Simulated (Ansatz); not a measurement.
Calculated with Ansatz (gas phase, PBE0-D4/def2-TZVP geometries, no zero-point term in ΔE). CBS: MP2 limit from def2 TZ/QZ plus the TZ coupled-cluster correction, frozen cores. Each species was taken in one conformer, which may not be the lowest.

Reaction (isomerisation): `C[SiH](F)N[SiH2]O` → `CN([SiH2]O)[SiH2]F`

`C[SiH](F)N[SiH2]O`:

```xyz
14

C    -0.040   -0.483   -1.825
Si    1.266    0.090   -0.650
F     2.149   -1.184   -0.228
N     0.543    0.799    0.735
Si   -1.039    0.536    1.368
O    -1.376   -1.060    1.575
H    -0.625    0.359   -2.203
H    -0.724   -1.182   -1.336
H     0.413   -0.995   -2.677
H     2.232    1.048   -1.240
H     1.146    1.367    1.313
H    -1.095    1.301    2.643
H    -2.096    0.982    0.433
H    -0.756   -1.578    2.092
```

`CN([SiH2]O)[SiH2]F`:

```xyz
14

C    -0.454   -1.462   -0.421
N    -0.089   -0.048   -0.287
Si   -0.867    0.836    0.976
O    -0.531    0.269    2.483
Si    1.178    0.557   -1.259
F     2.620    0.096   -0.727
H    -1.530   -1.596   -0.272
H     0.067   -2.092    0.306
H    -0.213   -1.830   -1.422
H    -2.332    0.660    0.862
H    -0.439    2.248    0.816
H     0.372    0.340    2.796
H     1.059   -0.012   -2.622
H     1.160    2.034   -1.227
```

| species | CCSD(T)/CBS(def2) energy (Eh) |
| --- | --- |
| `C[SiH](F)N[SiH2]O` | -850.89514 |
| `CN([SiH2]O)[SiH2]F` | -850.85931 |

**Question.** Work out ΔE.

**Answer.** ΔE = (-850.85931) − (-850.89514) = 0.03583 Eh = +94.1 kJ/mol.

Largest T1 diagnostic among the species: 0.012.
